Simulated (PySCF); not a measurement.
GeO3, SMILES [O]=[Ge]1[O][O]1. Atoms are numbered in the order given.

```xyz
4

Ge     0.0000     0.0000     0.2162
O      0.0000     0.0000     1.8332
O      0.0000     0.7987    -1.3490
O      0.0000    -0.7987    -1.3490
```
Charge 0, spin multiplicity 1.

Geometry optimised at PBE0-D3(BJ)/def2-SVP.

These are PySCF 2.14.0 with PBE0-D3(BJ)/def2-SVP values and carry that method's errors.

Frequencies are harmonic and unscaled.

**Question.** Estimate the vibrational spectrum. (An estimate is asked for; the answer gives what the named calculation found.)

**Answer.** 
```json
[
 {"mode": "1", "ν (cm⁻¹)": "199", "IR (km/mol)": "40.4", "moving atoms (share of kinetic energy)": "O 70 %, Ge 30 %"},
 {"mode": "2", "ν (cm⁻¹)": "203", "IR (km/mol)": "41.1", "moving atoms (share of kinetic energy)": "O 63 %, Ge 37 %"},
 {"mode": "3", "ν (cm⁻¹)": "597", "IR (km/mol)": "27.6", "moving atoms (share of kinetic energy)": "O 89 %, Ge 11 %"},
 {"mode": "4", "ν (cm⁻¹)": "662", "IR (km/mol)": "8.9", "moving atoms (share of kinetic energy)": "O 92 %"},
 {"mode": "5", "ν (cm⁻¹)": "861", "IR (km/mol)": "0.3", "moving atoms (share of kinetic energy)": "O 99 %"},
 {"mode": "6", "ν (cm⁻¹)": "1048", "IR (km/mol)": "53.4", "moving atoms (share of kinetic energy)": "O 72 %, Ge 28 %"}
]
```
